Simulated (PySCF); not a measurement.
## Correlation energy of Hf (hafnium, neutral)

[Xe] 4f14 5d1 6s2 6p1, one real determinant (an excited configuration). All numbers are calculated (PySCF 2.14, a scalar-relativistic core potential, in def2-QZVPPD with the def2 core potential (60 electrons) (7s6p4d3f2g, 84 functions)). Frozen: nothing; 12 electrons correlated.

MP2 pair energies summed by pair of shells (mhartree):

```
 pair   energy  share (%)
5p-5p  -123.55       44.6
5p-6s   -34.46       12.4
5s-5p   -29.76       10.7
5p-5d   -29.68       10.7
5d-6s   -14.94        5.4
6s-6s   -13.90        5.0
6s-6p   -11.07        4.0
5s-5s    -6.10        2.2
5p-6p    -6.01        2.2
5s-5d    -3.11        1.1
5d-6p    -2.15        0.8
5s-6s    -1.95        0.7
5s-6p    -0.40        0.1
```

Total MP2 correlation energy: -277.09 mhartree.

Same-spin part -76.09 and opposite-spin part -201.01 mhartree; SCS-MP2 scales them by 1/3 and 6/5 to -266.57 mhartree.

The reference is one real determinant that mixes LS terms of this configuration.

The basis has no tight functions for the innermost shells, so their pair energies are far from complete.

This basis was not built for core-valence correlation, so the inner-shell part is incomplete.
